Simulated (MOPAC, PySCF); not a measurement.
CH6GeO4, SMILES `[OH][Ge]([OH])([OH])[O]C`, neutral singlet in the gas phase. 

Cartesian coordinates (Å):
SMILES: C[O][Ge]([OH])([OH])[OH]
```xyz
12

C      1.9347     0.0617     0.0720
O      0.7416     0.6785     0.4944
Ge    -0.8230     0.0249     0.0464
O     -1.2915     0.2300    -1.6348
O     -0.7449    -1.7080     0.3155
O     -1.9888     0.9006     1.0220
H      1.9109    -1.0318     0.2174
H      2.7639     0.4734     0.6673
H      2.1441     0.2657    -0.9934
H     -1.7025     1.0879    -1.7906
H     -1.3465    -2.1864    -0.2661
H     -1.5980     1.2034     1.8499
```
Charge 0, spin multiplicity 1.

All levels are single points at this geometry (PBE0-D3(BJ)/def2-SVP); Pople sets use spherical d functions. Orbital energies aren't observables, and empty levels follow the basis.

```csv
level,HOMO (eV),LUMO (eV),gap (eV),dipole (D),"vertical IE, Delta-SCF (eV)"
PBE0-D3(BJ)/def2-TZVP in PySCF,-8.27,-0.17,8.10,0.54,10.49
B3LYP/6-311+G** (LANL2DZ on Ge) in PySCF,-8.20,-0.86,7.34,0.63,–
B3LYP/LANL2DZ in PySCF,-8.04,-0.47,7.57,0.81,–
BP86/6-31G* in PySCF,-6.43,-0.88,5.55,0.53,–
PBE/6-31G* in PySCF,-6.31,-0.85,5.47,0.53,–
HF/STO-3G in PySCF,-8.87,10.14,19.00,0.44,–
PM3 in MOPAC,-10.63,0.46,11.09,0.43,–
PM6 in MOPAC,-10.88,-0.56,10.32,0.98,–
PM7 in MOPAC,-10.30,-0.75,9.55,0.98,–
```
